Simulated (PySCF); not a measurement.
Method: PBE-D3(BJ)/def2-TZVP // TPSS-D3(BJ)/def2-SVP (PySCF). Isolated molecules, 0 K electronic values unless said otherwise. 

Reference species: [Zn(Cl)2] (neutral, multiplicity 1).

```
Item                                       Result
----------------------------------------  -------
HOMO–LUMO gap                             5.04 eV
charge on the central atom (meta-Löwdin)   1.19 e
```

Changed species: [Zn(Cl)(F)] (1 of 2 Cl replaced by F; the reference has 0 of 2 Cl replaced by F).

Give the shifts of the HOMO–LUMO gap and charge on the central atom (meta-Löwdin).

the HOMO–LUMO gap rises by 0.08 eV, to 5.12 eV; the charge on the central atom (meta-Löwdin) increases by 0.09 e, to 1.28 e.
